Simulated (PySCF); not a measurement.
# Radial density of C⁺ (carbon, charge +1)

r2SCANh, [He] 2s1 2p1 3d1, one real determinant (an excited configuration). Computed with PySCF 2.14 in aug-cc-pCVTZ-DK (7s6p4d2f, 59 functions), with the spin-free X2C one-electron Hamiltonian (Gaussian nucleus).

| r (bohr) | 4πr²ρ (e/bohr) | 4πr²(ρα − ρβ) |
| --- | --- | --- |
| 0.00499 | 0.03836 | 0.0013 |
| 0.00839 | 0.1040 | 0.0034 |
| 0.0141 | 0.2712 | 0.0088 |
| 0.0238 | 0.6804 | 0.0221 |
| 0.0399 | 1.579 | 0.0509 |
| 0.0672 | 3.227 | 0.1021 |
| 0.113 | 5.307 | 0.1597 |
| 0.190 | 6.131 | 0.1661 |
| 0.320 | 4.046 | 0.1447 |
| 0.538 | 1.539 | 0.5362 |
| 0.905 | 1.461 | 1.4043 |
| 1.52 | 1.182 | 1.1820 |
| 2.56 | 0.4179 | 0.4179 |
| 4.31 | 0.2801 | 0.2801 |
| 7.24 | 0.006790 | 0.0068 |

Densities and radii are taken from the X2C orbitals without a picture-change correction, which distorts them close to the nucleus.

⟨L²⟩ = 8.00 against 12 for a pure F term, so this real determinant mixes terms. The outer electron is Rydberg-like, and this basis confines it to a smaller radius and binds it less than a complete one would.
